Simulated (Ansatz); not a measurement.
Born–Oppenheimer molecular dynamics of ClH5OSi2 (9 atoms, charge 0, multiplicity 1). It goes on from the last frame of an earlier run, with new velocities.

These are results of RKS PBE0/STO-3G (Ansatz), not measurements.

| Quantity | Value |
| --- | --- |
| ensemble | NVE (Milne-controlled integrator) |
| time step | 0.5 fs |
| steps asked | 250 |
| starting velocities drawn for | 300 K |
| seed | 234561 |

First frame:

```xyz
9
Properties=species:S:1:pos:R:3
Si 0.008 0.004 -0.128
Cl -0.588 -0.485 1.772
H 1.464 0.281 -0.114
O -0.675 1.413 -0.714
Si -2.388 1.427 -0.876
H -3.052 0.615 0.107
H -2.849 2.787 -0.802
H -2.869 1.053 -2.187
H -0.206 -1.188 -0.973
```

(1) How far do the bonds stretch over the last three quarters of this one trajectory? (Pairs bonded in most of those frames.)

## Answers

(1) 
```
   bond  mean (Å)  spread (Å)  shortest  longest
Si1–Cl2     2.113       0.064      2.03     2.23
 Si1–H3     1.448       0.028      1.41     1.49
 Si1–O4     1.662       0.020      1.63     1.71
 Si1–H9     1.455       0.015      1.43     1.48
 O4–Si5     1.706       0.012      1.68     1.73
 Si5–H6     1.448       0.028      1.41     1.49
 Si5–H7     1.447       0.018      1.41     1.48
 Si5–H8     1.449       0.010      1.43     1.47
```

Mean temperature of the second half: 252 K. The conserved energy stayed within 0.0046 meV per atom of its start (net change -0.0027 meV per atom), so the integration is sound. A run of 0.12 ps of so small a system gives no equilibrium averages. Limits of this set-up: minimal basis.

Time of the run: 6 min on 1 thread of Intel(R) Xeon(R) Platinum 8488C (Sapphire Rapids) (shared host), peak memory 0.11 GiB.
